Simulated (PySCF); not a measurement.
A GIAO shielding run with PySCF 2.14 (density fitting, non-relativistic, gas phase) on SMILES C1=C(CF)[Si@@](C#C)(F)C1, C6H6F2Si:

```
$ OMP_NUM_THREADS=1 python probes_run.py task.json out

{"job": {"kind": "nmr", "xc": "PBE0", "basis": "pcSseg-1"}, "charge": 0, "multiplicity": 1}
C      3.405535    -0.656634    -0.260831
C      2.323492    -0.160554    -0.424958
Si     0.653903     0.576988    -0.643536
F      0.575593     1.169529    -2.148633
C     -0.101565     1.720853     0.707148
C     -1.199671     0.698412     0.862357
C     -0.922508    -0.268795    -0.019155
C     -1.672451    -1.520764    -0.307281
F     -0.810383    -2.584864    -0.469440
H      4.356544    -1.086785    -0.129155
H      0.468593     1.873766     1.621752
H     -0.465847     2.694312     0.381886
H     -2.029249     0.774891     1.546919
H     -2.354276    -1.785601     0.509184
H     -2.232123    -1.436767    -1.248167
```

Hardware: 1 thread of an Intel Xeon, shared host. The job also computes population analyses, field gradients, ring-centre shieldings.

Q: How large is the calculation?

A: 74 electrons, 190 basis functions and 1005 auxiliary functions.

Q: How long does it take, and how much memory does it need?

A: 53 s of wall time, with 14 SCF cycles and 5 response iterations; peak memory 0.84 GiB. Times on a shared host scatter by some tens of per cent.
